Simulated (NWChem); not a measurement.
Species: boron monoxide dimer (B$_{2}$O$_{2}$); SMILES O=BB=O

Computed with NWChem. Pople sets run with spherical d functions. Each level has its own optimisation; frequencies are unscaled. One conformer.

| level | r B–O (Å) | r B–B (Å) | highest harmonic frequency (cm⁻¹) | lowest (cm⁻¹) | zero-point energy (kcal/mol) |
|---|---|---|---|---|---|
| Hartree-Fock/STO-3G | 1.176 | 1.610 | 2531 | 256 | 10.4 |
| Hartree-Fock/3-21G | 1.209 | 1.623 | 2259 | 261 | 9.5 |
| Hartree-Fock/6-31G* | 1.182 | 1.666 | 2315 | 236 | 9.5 |
| B3LYP/6-31G* | 1.205 | 1.639 | 2132 | 215 | 8.8 |
| LDA (Slater exchange, VWN5)/def2-SVP | 1.205 | 1.636 | 2115 | 212 | 8.7 |
| PBE/def2-SVP | 1.213 | 1.648 | 2069 | 209 | 8.5 |
| BLYP/def2-SVP | 1.213 | 1.647 | 2060 | 213 | 8.6 |
| PBE0/def2-SVP | 1.199 | 1.652 | 2169 | 216 | 8.9 |
